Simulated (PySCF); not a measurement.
# NMR problem set

[PySCF 2.14: NMR shieldings at PBE0/pcSseg-1/GIAO; structure optimised with GFN2-xTB; single conformer; non-relativistic; averaged over atoms made equivalent by symmetry, fast rotation or ring inversion; no solvent]

References, each an isolated molecule treated in the same way: TMS for ¹H (31.72 ppm), ¹³C (186.93 ppm). Splittings of carbon signals by F and P are missing where no couplings were computed. Where no couplings were computed, multiplicities follow the n + 1 count of equivalent neighbours, and m marks all less simple cases (inequivalent or close neighbours, rings, F or P nearby). Shifts are as computed. Against solution values, carbons near 30 ppm lie about +3 ppm off and those near 130 ppm about +5 ppm. Of 1211 compounds with measured shifts, 218 miss one by over three times the rms of a fit or turn the order of signals round; such compounds aren't used in these exercises. OH and NH positions are gas-phase values without hydrogen bonding to other molecules.

**Question.** C6H6FO3P. ¹H NMR (500 MHz, computed): δ 7.86 (m, 1H), 7.76 (m, 1H), 7.48 (m, 1H), 7.42 (m, 1H), 3.52 (br s, 2H). ¹³C{¹H} NMR (computed): δ 172.4 (C), 139.2 (CH), 135.7 (CH), 129.4 (CH), 128.7 (C), 121.2 (CH). What is it?

**Answer.** `InChI=1S/C6H6FO3P/c7-5-3-1-2-4-6(5)11(8,9)10/h1-4H,(H2,8,9,10)`. 6 carbon signals for 6 carbons: no two carbons are equivalent. Carbon types of the structure: 2 × C, 4 × CH, leaving 2 H on heteroatoms. δC 172.4: aromatic carbon bearing fluorine; σ withdrawal by the attached heteroatom moves it downfield of the ring CH carbons. δC 139.2, 135.7, 129.4, 121.2: aromatic CH. δC 128.7: substituted aromatic carbon. δH 3.52: hydrogen on an oxygen bonded to P; exchangeable, gas-phase position.

This is the structure that produced the data.

**Question.** C6H6FO3P. ¹H NMR (300 MHz, computed): δ 8.10 (m, 2H), 7.43 (m, 2H), 3.50 (br s, 2H). ¹³C{¹H} NMR (computed): δ 175.5 (C), 138.2 (CH), 131.9 (C), 121.0 (CH). Identify the compound.

**Answer.** `C1=CC(P(=O)(O)O)=CC=C1F`. 4 carbon signals for 6 carbons: some carbons are equivalent by symmetry or fast rotation. Carbon types of the structure: 2 × C, 4 × CH, leaving 2 H on heteroatoms. δC 175.5: aromatic carbon bearing fluorine; the electronegative substituent deshields the carbon that carries it. δC 138.2, 121.0: aromatic CH. δC 131.9: substituted aromatic carbon. δH 8.10, 7.43: hydrogen on an aromatic CH; the ring current deshields protons in the ring plane.

This is the structure that produced the data.
